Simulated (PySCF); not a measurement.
Al (aluminium, neutral) across methods

[Ne] 3s2 3p1, 2P determinant. All numbers are calculated (PySCF 2.14, no relativity, point nucleus, in aug-cc-pV(T+d)Z (6s5p4d2f, 55 functions)). The B2PLYP total includes its PT2 part (frozen core); its orbital energies are those of the SCF part.

```csv
method,E (hartree),mean ε 3s α (eV),mean ε 3s β (eV),mean ε 3p α (eV),Σ⟨r²⟩ (bohr²),⟨S²⟩
PBE0,-242.2523,-8.982,-8.180,-3.907,32.67,0.757
B2PLYP,-242.2523,-9.903,-8.875,-4.505,32.95,0.759
UHF,-241.87922,-11.591,-9.911,-5.932,33.34,0.770
revPBE,-242.3167,-7.850,-7.250,-3.108,32.92,0.756
PBE,-242.2297,-7.891,-7.299,-3.095,32.89,0.755
LDA,-241.3119,-8.010,-7.431,-3.018,32.98,0.752
wB97M-V,-242.3522,-11.121,-10.405,-5.184,33.61,0.751
r2SCAN,-242.3343,-8.053,-7.406,-3.349,32.64,0.762
TPSS,-242.3828,-8.015,-7.259,-3.250,32.49,0.757
```
